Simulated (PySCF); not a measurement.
Compound: C₆H₁₀O₂ (charge -1 and doublet state).
Numbering: `[CH3:1][C@H:2]1[CH2:3][CH2:4][C:5]([O-:6])[O:7][CH2:8]1` (hydrogens: H9, H10, H11 on C1; H12 on C2; H13, H14 on C3; H15, H16 on C4; H17, H18 on C8)

Cartesian coordinates in Å at the GFN2-xTB level; atoms count from 1:
```
atom  x, y, z in Å
C1     2.1184   -0.2668    0.4662
C2     0.7711    0.0848   -0.1587
C3    -0.2198   -1.0736   -0.0696
C4    -1.5675   -0.6373   -0.6478
C5    -2.0859    0.6013    0.0858
O6    -3.3100    0.9720   -0.0010
O7    -1.0572    1.6911   -0.0546
C8     0.1375    1.3133    0.5222
H9     2.5523   -1.1393   -0.0233
H10    1.9954   -0.4940    1.5245
H11    2.8172    0.5646    0.3747
H12    0.9207    0.3331   -1.2168
H13   -0.3487   -1.3518    0.9813
H14    0.1758   -1.9495   -0.6043
H15   -1.4355   -0.4593   -1.7337
H16   -2.3079   -1.4345   -0.5334
H17    0.0103    1.0796    1.6006
H18    0.8250    2.1726    0.4428
```

The hyperfine couplings belong to this conformer and change with its torsions.

The calculation used UKS B3LYP, pcH-1 on C H O, non-relativistic, mean-field spin-orbit, GIAO (PySCF). Whether the extra electron is bound in the gas phase wasn't checked; a finite basis holds it in any case. The geometry wasn't refined by DFT: couplings that depend on bond lengths, twists or pyramidal angles can differ widely from those at the functional's own minimum, by a factor of two or more for some ions and for spin on atoms past the first row. Stability of the SCF solution: not tested.

**Question.** Break the g tensor into its mass correction, gauge correction and orbital-Zeeman/spin–orbit terms.

**Answer.** 
```
                    Δg (ppm)     1     2     3
relativistic mass correction  -213  -213  -213
            gauge correction    35    38    37
   orbital Zeeman/spin–orbit   -96  1536  2190
                       total  -274  1361  2015
```

So g = 2.00204, 2.00368, 2.00433 and g_iso = 2.00335; the tensor is rhombic: the two nearest values differ by 29 % of g3 − g1. Axes: g1 points within 6° of the C4–H15 bond.

**Question.** How much does each term add to the isotropic shift?

**Answer.** The orbital-Zeeman/spin–orbit term 1210, the mass correction -213 and the gauge correction 37 ppm, for a total of 1034 ppm. The orbital-Zeeman/spin–orbit term is the largest in size. The mass correction is the same along every axis, so the anisotropy comes from the other two: their spans along these axes are 3 (gauge) and 2287 ppm (orbital Zeeman/spin–orbit).

**Question.** At 9.37 GHz, how far is the centre of the isotropic spectrum from where a free electron (g = 2.002319) resonates?

**Answer.** B = hν/(g μB) with μB/h = 13.99624 MHz/mT gives 334.34 mT for the free electron and 334.17 mT at g_iso, 0.17 mT lower.

**Question.** What effective moment and Curie constant follow for a powder?

**Answer.** With the mean of g² = 4.0134 and S(S+1) = 0.75: μ_eff = √(⟨g²⟩S(S+1)) = 1.735 μB and χT = 0.12505·⟨g²⟩·S(S+1) = 0.376 cm³ K/mol (cgs; spin-Hamiltonian part alone).

**Question.** In a frozen sample, at which fields do the three g values resonate at 9.5, 34, 94 and 263 GHz (hyperfine left aside), and which band first spreads them over more than twice a line width of 0.3 mT?

**Answer.** 
```tsv
band	GHz	B(g3) mT	B(g2) mT	B(g1) mT	spread mT
X	9.5	338.64	338.75	339.03	0.39
Q	34.0	1211.99	1212.38	1213.37	1.39
W	94.0	3350.78	3351.88	3354.61	3.83
J	263.0	9375.06	9378.12	9385.78	10.72
```

The spread grows in proportion to the frequency. Q band is the first where it exceeds 0.6 mT.

The largest Mulliken spin populations are on C5 (+0.53), O6 (+0.28) and H15 (+0.10). The angles at C5 add up to 345.6°, so it is pyramidal.

The HOMO–LUMO gaps are 2.32 eV among the α and 5.22 eV among the β orbitals.
